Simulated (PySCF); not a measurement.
Delta-SCF ions had no search for a lower state. Excitations are Tamm–Dancoff values on a coarser integration grid. The basis has no diffuse functions, so Rydberg states are missing or too high.

Z-matrix (Å, degrees):
```
C
C 1 1.4478
C 2 1.3412 1 125.89
H 3 1.0814 2 120.94 1 180.00
H 3 1.0818 4 116.78 2 -179.99
H 2 1.0870 3 117.68 4 0.02
C 1 1.5058 2 118.69 6 179.99
H 7 1.0903 1 112.23 2 180.00
H 7 1.0942 8 107.82 1 -122.36
H 7 1.0942 8 107.82 9 -115.28
Si 1 1.7298 2 120.00 6 -0.01
H 11 1.4724 1 121.63 2 -179.99
H 11 1.4728 12 116.59 8 180.00
```
Charge 0, multiplicity 1.

Task: Predict the LUMO, S1 excitation (TDA), vertical ionisation energy (Delta-SCF), S1 oscillator strength and dipole moment from PBE-D3(BJ)/def2-TZVP // B3LYP-D3(BJ)/def2-TZVP (PySCF).

Result: 
```json
{
 "LUMO": "-2.39 eV",
 "S1 excitation (TDA)": "4.37 eV",
 "vertical ionisation energy (Delta-SCF)": "7.59 eV",
 "S1 oscillator strength": "0.689",
 "dipole_moment": "0.70 D"
}
```
